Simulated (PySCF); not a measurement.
Do core-level shifts follow atomic charges?

Compound: C6H12Si.
SMILES with atom numbers: `[CH2:1]=[CH:2][SiH:3]1[CH2:4][CH2:5][CH2:6][CH2:7]1`

Binding energies: delta-SCF UKS SCAN, pcX-2 on the ionised atom, pcseg-1 elsewhere, spin-free X2C in PySCF 2.14.0. Charges: PBE0/pcSseg-1 ground-state density, for the ionised atom.

| atom | environment | C 1s (eV) | Mulliken (e) | IAO (e) | Hirshfeld (e) | ESP (e) |
| --- | --- | --- | --- | --- | --- | --- |
| C4 | sp3 carbon bound to silicon | 289.70 | -0.545 | -0.542 | -0.162 | -0.305 |
| C2 | alkene CH carbon | 289.88 | -0.497 | -0.421 | -0.140 | -0.343 |
| C1 | terminal =CH2 carbon | 290.21 | -0.181 | -0.272 | -0.083 | -0.332 |
| C5 | ring CH2 carbon | 290.38 | -0.250 | -0.244 | -0.068 | -0.008 |

Give the correlation coefficient and slope of binding energy on charge for each scheme.

Hirshfeld: r = 1.00, slope 6.9 eV per e; IAO: r = 0.98, slope 2.2 eV per e; Mulliken: r = 0.92, slope 1.6 eV per e; ESP: r = 0.68, slope 1.3 eV per e. On 4 points no scheme stands out.

The point-charge model writes a binding energy as kq + V + constant, with V the potential of the other atoms' charges at the site. What does it give with the ESP charges?

V = Σ 14.40 eV Å × q/r over all other atoms: +3.81 eV at C4, +2.94 eV at C2, +3.08 eV at C1, -0.42 eV at C5. Fitting binding energy − V to q gives k = 12.6 eV per e and leaves an rms residual of 0.64 eV, against 0.20 eV for the fit on q alone. The model has no term for differences in relaxation between sites.

Geometry: PBE0-D3(BJ)/def2-SVP, one conformer, isolated molecule.
